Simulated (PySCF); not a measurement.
**Nuclear quadrupole coupling in `C=C(C)CC(=C)OC`**

Species: C₇H₁₂O.
Z-matrix (Å and degrees, GFN2-xTB geometry), rows numbered from 1:
```
C 
C   1  1.3227
C   2  1.4966  1  122.95
C   2  1.5085  1  121.81  3   179.47
C   4  1.5094  2  110.03  1  -105.85
C   5  1.3264  4  122.92  2    87.10
O   5  1.3654  4  110.86  2   -91.64
C   7  1.4050  5  118.06  4   177.19
H   1  1.0770  2  121.84  3    -0.20
H   1  1.0769  2  122.04  3   179.57
H   3  1.0884  2  110.24  1   129.66
H   3  1.0903  2  109.90  1  -112.12
H   3  1.0871  2  111.28  1     8.35
H   4  1.0891  2  110.04  1    14.84
H   4  1.0913  2  109.61  1   135.37
H   6  1.0734  5  119.81  4     1.18
H   6  1.0743  5  123.74  4  -178.61
H   8  1.0889  7  106.03  5   179.52
H   8  1.0950  7  111.30  5   -61.43
H   8  1.0945  7  111.35  5    60.62
```

Field gradients from the PBE0/pcSseg-1 density (PySCF, non-relativistic), principal values in atomic units, ordered |Vxx| ≤ |Vyy| ≤ |Vzz|:

| atom | Vxx | Vyy | Vzz |
| --- | --- | --- | --- |
| O7 | -0.3254 | -1.5444 | 1.8698 |

Question: Find the asymmetry η = (Vxx − Vyy)/Vzz and the couplings χ = eQV/h (234.96 MHz × Q in barn × V in au), with Q(17O) = −0.0256 b.

Answer: 
```
atom   environment  nucleus     η  χzz (MHz)  χxx (MHz)  χyy (MHz)
  O7  ether oxygen      17O  0.65     -11.25       1.96       9.29
```

The tensor is traceless: Vxx + Vyy + Vzz = 0.

Question: What is Vzz at O7 in SI units (1 au = 9.71736 × 10²¹ V/m²)?

Answer: 1.8698 au = 18.169 × 10²¹ V/m².

Were the hydrogens deuterons (Q(2H) = 0.00286 b), χzz would run from 196 kHz (H19 and H20) to 234 kHz (H16 and H17).

One conformer (not necessarily the lowest) at the GFN2-xTB geometry, without solvent, vibrations or thermal averaging. GFN2-xTB bond lengths can be off by several hundredths of an ångström, more for odd bonds, and the gradients follow them. With a basis this small, the couplings can be 20 % off.
